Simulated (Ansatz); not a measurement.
`N#CB(Cl)Cl`, relaxed with RKS PBE-D4/def2-SVP in Ansatz from a rough embedded geometry. The force threshold is 0.03 eV/Å; the program also tests the step.

Charge 0, multiplicity 1.

Start:

```xyz
5

N    -0.199   -0.418   -2.213
C    -0.102   -0.165   -1.025
B     0.053    0.138    0.500
Cl    1.575    0.756    1.105
Cl   -1.327   -0.312    1.634
```

Problem. By how much does the energy fall, and how many steps does the optimiser take? (Best estimate.)

Solution. Ansatz gave: 0.22 eV, in 7 steps.

Problem. Which bonds change most? (Best estimate.)

Solution. Computed: B3–Cl5 from 1.841 to 1.745 Å; N1–C2 from 1.219 to 1.174 Å; C2–B3 from 1.563 to 1.539 Å; B3–Cl4 from 1.751 to 1.745 Å.

Problem. Give the relaxed structure. (Estimate.)

Solution. The calculation gave: 
```xyz
5

N    -0.213   -0.391   -2.157
C    -0.099   -0.183   -1.007
B     0.049    0.091    0.499
Cl    1.546    0.757    1.100
Cl   -1.283   -0.274    1.566
```
